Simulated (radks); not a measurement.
All-electron atom: the carbon ion C4+ in [He] (the NIST ground configuration). All-electron calculation, scalar-relativistic Kohn-Sham, PBE, spin-polarised, spherical densities, finite nucleus; Fermi nuclear charge, rms radius 2.4702 fm. Program: a radial shooting solver on a logarithmic mesh with Libxc functionals.

Radial electron density D(r) = 4 pi r^2 rho(r):

r (bohr),D(r) (e/bohr)
0.01804,0.4089
0.021,0.5347
0.02445,0.6951
0.02869,0.9094
0.0334,1.164
0.03889,1.477
0.04527,1.855
0.0527,2.300
0.06185,2.839
0.072,3.410
0.08382,4.017
0.09758,4.627
0.1145,5.221
0.1333,5.679
0.1552,5.967
0.1807,6.024
0.2103,5.809
0.2468,5.278
0.2873,4.525
0.3345,3.614
0.3894,2.660
0.4533,1.781
0.532,1.038
0.6193,0.5457
0.721,0.2472
0.8394,0.09416
0.9771,0.02929

D(r) has 1 maximum, at r = 0.174 bohr.
